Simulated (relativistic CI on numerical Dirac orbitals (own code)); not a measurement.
**Hyperfine structure of Cd XLII, mass number 113**

Method of calculation: Dirac-Coulomb-Breit CI, KLI orbitals optimised for each configuration, model QED, unscaled Slater integrals (own radial code, finite nucleus).

CI space (outside the closed core 1s2): 2s²2p³, 2s2p⁴, 2p⁵, 2p⁴3s, 2p⁴3p, 2p⁴3d, 2s²2p²3s, 2s²2p²3p, 2s²2p²3d, 2s2p³3s, 2s2p³3p, 2s2p³3d, 2s²2p²4s, 2s²2p²4p, 2s²2p²4d, 2s²2p²4f. Levels of other configurations are missing.

Nuclear spin I = 1/2, μ = -0.6213 μN (tables of Stone and Pyykkö). The electronic factors are computed for point nuclear moments, without core polarisation or the Bohr-Weisskopf and QED corrections.

```
        Level   E (eV)  A (GHz)
2s²2p³ ²D°5/2  204.277   -524.1
2s²2p³ ²P°1/2  230.095    -1586
  2s2p⁴ ⁴P5/2  371.476    -1201
2s²2p³ ²P°3/2  416.939   -268.9
  2s2p⁴ ²S1/2  429.859    -4784
  2s2p⁴ ⁴P3/2  577.000    -1107
  2s2p⁴ ²D5/2  605.876    -1481
  2s2p⁴ ²P1/2  635.824     1325
```

Levels with J = 0, under 50 % of one LS term, or S terms without an open s electron are left out. Small factors come from cancelling terms and can be off by tens of per cent or more.

At this charge energies of transitions that change n are usually good to better than 1 %, and those within a shell (Δn = 0) to a few per cent.

Give the hyperfine levels of 2s²2p³ ²P°1/2 relative to its centre of gravity.

With K = F(F + 1) − I(I + 1) − J(J + 1), E = AK/2: F = 0: 1189, F = 1: -396.4 GHz.

LS names give the leading component of a level, which can be under half, so a name can repeat, a term be missing and a line seem to break the LS rules.
